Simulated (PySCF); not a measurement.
**Working with the constants of RbF**

RHF-CCSD(T) constants of RbF, ¹Σ⁺ (singlet), closed shell (basis Rb def2-SVPD with ECP28, F def2-SVPD; scalar-relativistic core potentials; PySCF 2.14; masses 84.9118 and 18.9984 u):

| Quantity | Value |
| --- | --- |
| ωe | 356.0 cm⁻¹ |
| ωexe | 1.86 cm⁻¹ |
| Be | 0.19138 cm⁻¹ |
| αe | 0.00145 cm⁻¹ |
| D (centrifugal) | 2.21e-07 cm⁻¹ |
| De to Rb + F | 4.81 eV |

(1) Give the band origin of the fundamental and the first lines of its P and R branches.

(2) Near which J would the R branch turn back, without centrifugal distortion?

Correlated steps freeze 1 core orbital. Correlated levels converge slowly with the basis: in double zeta they bind strong bonds too weakly, by up to about 1 eV, and carry superposition errors of some tenths. Where the molecule has an RHF reference, its open-shell atoms are computed with UHF.

Answers

(1) ν0 = ωe − 2ωexe = 352.3 cm⁻¹, B0 = 0.19065, B1 = 0.18920 cm⁻¹.

| J″ | P(J″) − ν0 | R(J″) − ν0 |
| --- | --- | --- |
| 0 |  | 0.378 |
| 1 | -0.381 | 0.754 |
| 2 | -0.766 | 1.127 |
| 3 | -1.153 | 1.496 |
| 4 | -1.543 | 1.863 |
| 5 | -1.935 | 2.227 |
| 6 | -2.331 | 2.588 |

(2) At J ≈ (B0 + B1)/(2(B0 − B1)) − 1 ≈ 130.
